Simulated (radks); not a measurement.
Results of a calculation; reference values are marked as such.
Valence configurations of Se I (all share [Ar]). Code: a radial shooting solver on a logarithmic mesh with Libxc functionals. Model: scalar-relativistic Kohn-Sham, PBE, spin-polarised, spherical densities, point nucleus; open shells are filled with parallel spins first. Energies are relative to 3d10 4s2 4p4; eigenvalues in eV for spin up.

| valence | E (eV) | moment (Bohr magnetons) | e(3d) | e(4p) | e(4s) |
|---|---|---|---|---|---|
| 3d10 4s2 4p4 | 0.000 | 2 | -53.082 | -7.117 | -17.906 |
| 3d10 4p6 | 22.716 | 0 | -56.237 | -7.706 | - |
| 3d8 4s2 4p6 | 112.92 | 2 | -78.232 | -9.200 | -21.908 |
| 3d10 4s1 4p5 | 10.792 | 2 | -54.781 | -7.805 | -18.911 |
| 3d9 4s2 4p5 | 51.793 | 2 | -65.412 | -8.182 | -19.973 |
| 3d9.5 4s2 4p4.5 | 24.756 | 2 | -59.187 | -7.658 | -18.960 |
| 3d8.5 4s2 4p5.5 | 81.164 | 2 | -71.759 | -8.695 | -20.953 |
| 3d9 4s1 4p6 | 63.493 | 2 | -66.983 | -8.816 | -20.876 |

NIST lists [Ar] 3d10 4s2 4p4 as the ground configuration; this level of theory agrees among the configurations tried. The energies are those of spherical high-spin densities, not of single terms.
